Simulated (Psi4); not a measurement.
C₄H₅ (SMILES [CH-]=CC=C), charge -1, singlet, at a GFN2-xTB geometry (a gas-phase anion, which may not be bound at this level), atoms displaced at random by about 0.08 Å a coordinate; B3LYP/6-31G, gradient run with Psi4.

Input for Psi4:
```
memory 2 GB

molecule {
-1 1
  C     0.58999566    1.97122179    0.08215061
  C     0.56880627    0.41235014    0.04482763
  C    -0.46908956   -0.45681330    0.01404257
  C    -0.71098584   -1.57256951    0.04308911
  H    -0.27362182    2.22692932    0.11990102
  H     1.61797603   -0.18337493    0.17463244
  H    -1.31513426    0.15619235   -0.01039675
  H     0.53452759   -2.27143935    0.05530372
  H    -1.55932113   -2.36529304   -0.09773180
symmetry c1
no_reorient
no_com
}

set basis 6-31g

gradient('b3lyp')
print_variables()
```

What the program printed (banner, timings and long lists left out):

```
gradient() will perform analytic gradient computation.

   => Loading Basis Set <=

    Name: 6-31G
    Role: ORBITAL
    Keyword: BASIS

         ---------------------------------------------------------
                                   SCF
               by Justin Turney, Rob Parrish, Andy Simmonett
                          and Daniel G. A. Smith
                              RKS Reference
         ---------------------------------------------------------

  ==> Geometry <==

    Molecular point group: c1
    Full point group: C1

    Geometry (in Angstrom), charge = -1, multiplicity = 1:

       Center              X                  Y                   Z               Mass
    ------------   -----------------  -----------------  -----------------  -----------------
         C            0.589995660000     1.971221790000     0.082150610000    12.000000000000
         C            0.568806270000     0.412350140000     0.044827630000    12.000000000000
         C           -0.469089560000    -0.456813300000     0.014042570000    12.000000000000
         C           -0.710985840000    -1.572569510000     0.043089110000    12.000000000000
         H           -0.273621820000     2.226929320000     0.119901020000     1.007825032230
         H            1.617976030000    -0.183374930000     0.174632440000     1.007825032230
         H           -1.315134260000     0.156192350000    -0.010396750000     1.007825032230
         H            0.534527590000    -2.271439350000     0.055303720000     1.007825032230
         H           -1.559321130000    -2.365293040000    -0.097731800000     1.007825032230

  Running in c1 symmetry.

  Rotational constants: A =      1.58783  B =      0.15266  C =      0.13962 [cm^-1]
  Rotational constants: A =  47601.97899  B =   4576.54081  C =   4185.65440 [MHz]
  Nuclear repulsion =   97.855919325442684

  Charge       = -1
  Multiplicity = 1
  Electrons    = 30
  Nalpha       = 15
  Nbeta        = 15

  ==> Algorithm <==

  SCF Algorithm Type is DF.
  DIIS enabled.
  MOM disabled.
  Fractional occupation disabled.
  Guess Type is SAD.
  Energy threshold   = 1.00e-08
  Density threshold  = 1.00e-08
  Integral threshold = 1.00e-12

  ==> Primary Basis <==

  Basis Set: 6-31G
    Blend: 6-31G
    Number of shells: 30
    Number of basis functions: 46
    Number of Cartesian functions: 46
    Spherical Harmonics?: false
    Max angular momentum: 1

  ==> DFT Potential <==

   => LibXC <=

    Version 7.1.2
[...]
  @DF-RKS Final Energy:  -155.06855105998835
    Total Energy =                       -155.0685510599883514
[...]

    Version 7.1.2
    S. Lehtola, C. Steigemann, M. J. T. Oliveira, and M. A. L. Marques,  SoftwareX 7, 1–5 (2018) (10.1016/j.softx.2017.11.002)

   => Composite Functional: B3LYP <=

    B3LYP Hyb-GGA Exchange-Correlation Functional

    P. J. Stephens, F. J. Devlin, C. F. Chabalowski, and M. J. Frisch,  J. Phys. Chem. 98, 11623 (1994) (10.1021/j100096a001)

    Deriv               =              1
    GGA                 =           TRUE
    Meta                =          FALSE

    Exchange Hybrid     =           TRUE
    MP2 Hybrid          =          FALSE

   => Exchange Functionals <=

    0.0800   Slater exchange
    0.7200         Becke 88

   => Exact (HF) Exchange <=

    0.2000               HF

   => Correlation Functionals <=

    0.1900   Vosko, Wilk & Nusair (VWN5_RPA)
    0.8100   Lee, Yang & Parr

   => LibXC Density Thresholds  <==

    XC_HYB_GGA_XC_B3LYP:  1.00E-15

   => Molecular Quadrature <=

    Radial Scheme          =       TREUTLER
    Pruning Scheme         =           NONE
    Nuclear Scheme         =       TREUTLER

    Blocking Scheme        =         OCTREE
    BS radius alpha        =              1
    Pruning alpha          =              1
    Radial Points          =             75
    Spherical Points       =            302
    Total Points           =         192303
    Total Blocks           =           1509
    Max Points             =            256
    Max Functions          =             46
    Weights Tolerance      =       1.00E-15

  -Total Gradient:
     Atom            X                  Y                   Z
    ------   -----------------  -----------------  -----------------
       1       -0.238895145344     0.172294780275     0.007324464063
       2       -0.125748597921    -0.113274302923    -0.016143291561
       3        0.004221344300    -0.354991307970     0.006985219672
       4        0.002124363255     0.486192758687     0.000866250387
       5        0.241050604522    -0.069305220371    -0.004124632092
       6        0.034273639295    -0.027221290477     0.010067272785
       7        0.045897965925    -0.028712622688     0.004574512237
       8        0.064560659803    -0.021018606389    -0.000947115270
       9       -0.027481510951    -0.043948033739    -0.008603850323

  Variable Map:
  ----------------------------------------------------------------------------
[...]
  Array Variable Map:
  ----------------------------------------------------------------------------
[...]
[...]
```
